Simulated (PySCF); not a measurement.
## Polarisability and C₆ of Pb (lead, neutral)

[Xe] 4f14 5d10 6s1 6p3, high-spin 5S determinant (an excited configuration). Computed with PySCF 2.14 in aug-cc-pVQZ-DK3 (10s9p7d4f2g, 118 functions), with scalar relativity by spin-free X2C-1e. Coupled (time-dependent) response in atomic units; α is the mean over directions.

```
method  mean α (bohr³)  C₆ (like pair)  S(−4)
   M06           65.62           784.6   1556
```

S(−4) is the Cauchy moment in α(ω) = α(0) + S(−4) ω² + …

α(iu) at M06:

| u (hartree) | α(iu) (bohr³) |
| --- | --- |
| 0 | 65.62 |
| 0.0500 | 62.03 |
| 0.100 | 53.81 |
| 0.200 | 36.97 |
| 0.300 | 25.69 |
| 0.500 | 14.45 |
| 0.750 | 8.770 |
| 1.00 | 6.129 |
| 1.50 | 3.678 |
| 2.00 | 2.518 |
| 3.00 | 1.409 |
| 5.00 | 0.6153 |

A single London oscillator, α(iu) = α/(1 + u²/ω²), gives C₆ = (3/4) ω α². Matching the computed C₆ needs ω = 4 × 784.6 / (3 × 65.62²) = 0.243 hartree.

Spin-orbit coupling, which splits the p, d and f shells strongly at this Z, is absent. Spin-orbit coupling is strong in this species (close to jj coupling), so the high-spin LS determinant is a model state, not a physical level.
